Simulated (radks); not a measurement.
Values are calculated unless marked as measured or tabulated.
Q: The mean radii <r> (bohr) of the occupied orbitals of an atom or ion are listed with their occupations. Code: a radial shooting solver on a logarithmic mesh with Libxc functionals. Model: scalar-relativistic Kohn-Sham, LDA (Slater exchange, VWN5 correlation), spin-polarised, spherical densities, point nucleus.

orbital  occ.      <r>
1s down     1  0.02411
1s up       1  0.02411
2s up       1   0.1031
2s down     1   0.1031
2p up       3  0.09058
2p down     3  0.09058
3s up       1   0.2727
3s down     1   0.2727
3p up       3   0.2708
3p down     3   0.2706
3d up       5   0.2477
3d down     5   0.2475
4s up       1   0.6230
4s down     1   0.6228
4p up       3   0.6601
4p down     3   0.6599
4d up       5   0.7281
4d down     5   0.7283
5s up       1    1.499
5s down     1    1.510
5p up       3    1.744
5p down     3    1.762
4f up       3    1.126

Name the element and its charge. Open shells, if any, are filled with parallel spins first.

A: Z = 59, praseodymium, charge +2: Pr2+ in [Xe] 4f3. The 1s radius gives Z: for a bare nucleus <r> = (2 gamma + 1)/(2Z) with gamma = sqrt(1 - (Z/c)^2), 0.02377 bohr for Z = 59, and screening makes it slightly larger (0.02411 here). The occupations add up to 57, and the charge is Z minus that.
